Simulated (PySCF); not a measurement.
**Electron correlation in F⁺ (fluorine, charge +1)**

Starting occupation: [He] 2s1 2p4 3d1, 2s1/2 with m_j = +1/2, 2p1/2 with m_j = +1/2, 2p3/2 with m_j = -1/2, +1/2, +3/2, 3d5/2 with m_j = +5/2. All numbers are calculated (PySCF 2.14, X2C-1e with screened-nucleus spin-orbit coupling, Gaussian nucleus, in x2c-TZVPall-2c with one added diffuse shell each of s, p, d type (6s4p3d1f, 40 functions)). Frozen: 1s2; 6 electrons correlated.

MP2 pair energies summed by pair of shells (mhartree):

```json
{"pair": "2p-2p", "energy": "-81.35", "share (%)": "79.7"}
{"pair": "2p-2s", "energy": "-14.26", "share (%)": "14.0"}
{"pair": "2p-3d", "energy": "-6.00", "share (%)": "5.9"}
{"pair": "2s-3d", "energy": "-0.45", "share (%)": "0.4"}
```

Total MP2 correlation energy: -102.07 mhartree.

The GHF reference relaxed away from the jj start to a determinant that is no pure jj level (⟨S²⟩ = 6.00, ⟨J²⟩ = 30.00); the energies belong to that determinant.
